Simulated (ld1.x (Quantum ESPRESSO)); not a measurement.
**u(r) = r·R(r): atom against pseudo-atom (Ge (Z = 32))**

Columns: radius, all-electron u(r) and pseudo u(r) of the 4s shell (level -11.73 eV) of germanium in the configuration [Ar] 3d10 4s2 4p2; PBE, scalar-relativistic, TM scheme, ld1.x (Quantum ESPRESSO) 7.5.

| r (bohr) | all-electron | pseudo |
| --- | --- | --- |
| 0.123 | -0.2021 | -0.0263 |
| 0.245 | -0.0127 | -0.0547 |
| 0.368 | 0.2768 | -0.0880 |
| 0.490 | 0.3437 | -0.1285 |
| 0.613 | 0.2368 | -0.1796 |
| 0.735 | 0.0534 | -0.2427 |
| 0.858 | -0.1450 | -0.3196 |
| 0.980 | -0.3230 | -0.4069 |
| 1.103 | -0.4708 | -0.5001 |
| 1.225 | -0.5831 | -0.5882 |
| 1.348 | -0.6642 | -0.6628 |
| 1.470 | -0.7169 | -0.7158 |
| 1.593 | -0.7468 | -0.7466 |
| 1.715 | -0.7579 | -0.7579 |
| 1.838 | -0.7543 | -0.7543 |
| 1.960 | -0.7393 | -0.7393 |
| 2.083 | -0.7156 | -0.7156 |
| 2.205 | -0.6859 | -0.6859 |
| 2.328 | -0.6519 | -0.6519 |
| 2.450 | -0.6154 | -0.6154 |
| 2.573 | -0.5773 | -0.5773 |
| 2.695 | -0.5392 | -0.5392 |
| 2.818 | -0.5011 | -0.5011 |
| 2.940 | -0.4642 | -0.4642 |
| 3.063 | -0.4283 | -0.4283 |
| 3.185 | -0.3944 | -0.3944 |

How many radial nodes do the two functions have?

The all-electron 4s function has n − l − 1 = 3 (the table is too coarse to show those close to the nucleus); the pseudo-wave has 0, since the states of the same l below it are removed with the core.

At about which radius was the pseudo-wave matched?

1.80 bohr. The columns agree to 0.0005 from 1.59 bohr on; several derivatives are matched, so the curves merge somewhat inside the radius.

Is the pseudo-wave norm-conserving?

Yes: the TM scheme keeps the norm inside the radius equal to the all-electron one, which fixes the energy derivative of the logarithmic derivative at the level.
